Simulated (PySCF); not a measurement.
## Electronic structure of K²⁺ (potassium, charge +2) at the UHF level

Configuration: [Ne] 3s2 3p5, 2P determinant. Computed with PySCF 2.14 in x2c-TZVPall (6s4p3d, 33 functions), with the spin-free X2C one-electron Hamiltonian (Gaussian nucleus).

```
Total energy                                                  : -600.181059 hartree
One-electron energy                                           : -811.6050 hartree
Hartree (Coulomb) energy                                      : 243.7650 hartree
Exchange energy                                               : -32.3410 hartree
⟨S²⟩                                                          : 0.7553
⟨L²⟩                                                          : 2.016
Sum of ⟨r⟩                                                    : 12.30 bohr
Sum of ⟨r²⟩                                                   : 15.63 bohr²
Traceless quadrupole moment −½Σ⟨3z² − r²⟩ along its main axis : 0.911 e·bohr²
Langevin diamagnetic susceptibility                           : -12.4 ×10⁻⁶ cm³/mol
Time after the integrals                                      : 0.11 s of wall time on 1 thread of Intel(R) Xeon(R) Platinum 8259CL CPU @ 2.50GHz (shared host)
```

| shell | electrons | mean orbital energy (eV) | spread (eV) | rms radius, mean of both spins (bohr) |
| --- | --- | --- | --- | --- |
| 1s α | 1 | -3674.2 | 0 | 0.0937 |
| 1s β | 1 | -3673.7 | 0 | 0.0937 |
| 2s α | 1 | -420.77 | 0 | 0.417 |
| 2s β | 1 | -420.30 | 0 | 0.417 |
| 2p α | 3 | -337.22 | 1.063 | 0.387 |
| 2p β | 3 | -336.38 | 0.731 | 0.387 |
| 3s α | 1 | -70.032 | 0 | 1.33 |
| 3s β | 1 | -65.716 | 0 | 1.33 |
| 3p α | 3 | -47.349 | 2.678 | 1.47 |
| 3p β | 2 | -45.551 | 0 | 1.47 |

Densities and radii are taken from the X2C orbitals without a picture-change correction, which distorts them close to the nucleus.
